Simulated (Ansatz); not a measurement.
Species: CH$_{6}$OSSi, SMILES `CS[SiH2]O` (C–S–Si–O torsion 152°, S–Si–O–H torsion -50°) (charge 0, multiplicity 1).

Problem. Give a relaxed geometry from PBE0-D4/def2-TZVP in Ansatz (a program for electronic structure).

Solution. This is not unique; one that fits is the end point of this relaxation, one of several conformers (outside a Z-matrix the atoms follow the SMILES, hydrogens last).
Z-matrix (Å, degrees):
```
Si
O 1 1.6417
H 2 0.9589 1 116.72
H 1 1.4809 2 104.72 3 -172.30
H 1 1.4908 4 109.67 2 122.11
S 1 2.1304 4 113.85 5 118.67
C 6 1.8165 1 100.00 4 -91.21
H 7 1.0893 6 111.19 1 74.00
H 7 1.0894 8 108.85 6 -117.26
H 7 1.0899 8 109.88 9 -119.37
```
